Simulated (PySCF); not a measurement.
Compound: C₅H₉BO₃.
Structure used (PBE0-D3(BJ)/def2-SVP), in Å, numbered top down from 1:
```
atom  x, y, z in Å
C1    -3.1055   -0.4333    0.5189
C2    -1.7418   -0.5211   -0.1170
O3    -0.8514    0.2672    0.6371
C4     0.4459    0.3021    0.2514
C5     1.2408    1.3324    0.7777
O6     2.4861    1.4272    0.5719
B7     3.1888    0.1908   -0.0126
O8     2.2587   -0.3186   -1.1017
C9     1.0114   -0.3767   -0.8305
H10   -3.4617    0.6069    0.5287
H11   -3.8278   -1.0447   -0.0408
H12   -3.0704   -0.7959    1.5564
H13   -1.7741   -0.1616   -1.1647
H14   -1.3879   -1.5707   -0.1415
H15    0.7538    2.1483    1.3328
H16    3.2274   -0.6508    0.8779
H17    4.2403    0.5309   -0.5039
H18    0.3895   -0.9177   -1.5563
```

Computed with TDDFT CAM-B3LYP/def2-SVPD, vertical, gas phase, core orbitals frozen in the response in PySCF.

Frontier orbitals with the atoms that hold most of them (Löwdin shares over 4%, at most four atoms; ? is withheld):

```csv
orbital,ε (eV),atoms
HOMO-3,-11.30,"C2 16%, O3 14%, B7 11%, H17 9%"
HOMO-2,-10.55,"O8 28%, O6 22%, C9 9%, C4 9%"
HOMO-1,-9.63,?
HOMO,?,"O3 20%, C4 19%, O8 16%, O6 13%"
LUMO,-1.36,?
LUMO+1,0.91,"C2 17%, C1 12%, H13 10%, H14 8%"
LUMO+2,1.48,"C1 18%, B7 16%, H11 10%, O6 7%"
```

Give the leading atoms of the HOMO-1.

B7 (bonded to 2 O and 2 H) 31%; H16 (bonded to B) 17%; H17 (bonded to B) 16%; O3 (bonded to 2 C) 9%. By element: hydrogen 33% or more, boron 31%, oxygen 9% or more.

Which atoms hold the LUMO, and with what shares?

C5 (bonded to C, O and H) 27%; C9 (bonded to C, O and H) 24%; O6 (bonded to B and C) 16%; O8 (bonded to B and C) 13%. By element: carbon 51% or more, oxygen 30% or more.

What is the HOMO energy, and the HOMO–LUMO gap?

ε(HOMO) = -7.95 eV; the gap is 6.58 eV (0.2420 hartree).

How does S1 compare with the orbital gap of 6.58 eV?

S1 is at 3.53 eV (f = 0.058), 3.06 eV below the gap, made of HOMO→LUMO (96%). 

One configuration dominates each of S1, S2, S3 and S4. Which, and how do the shares of the two leading atoms of either orbital change from the occupied to the empty one?

- S1 (3.53 eV, f 0.058), HOMO→LUMO (96%): O3 20% → at most 14%, C4 19% → at most 14%, C5 at most 13% → 27%, C9 at most 13% → 24%
- S2 (4.98 eV, f 0.0021), HOMO-2→LUMO (94%): O8 28% → 13%, O6 22% → 16%, C5 at most 9% → 27%, C9 9% → 24%
- S3 (5.08 eV, f 0.043), HOMO-1→LUMO (94%): B7 31% → at most 14%, H16 17% → at most 14%, C5 at most 9% → 27%, C9 at most 9% → 24%
- S4 (6.19 eV, f 0.024), HOMO→LUMO+1 (83%): O3 20% → at most 9%, C4 19% → at most 9%, C2 at most 13% → 17%, C1 at most 13% → 12%

Löwdin shares depend on the basis, the more so with diffuse functions.

One conformer stands for the species.
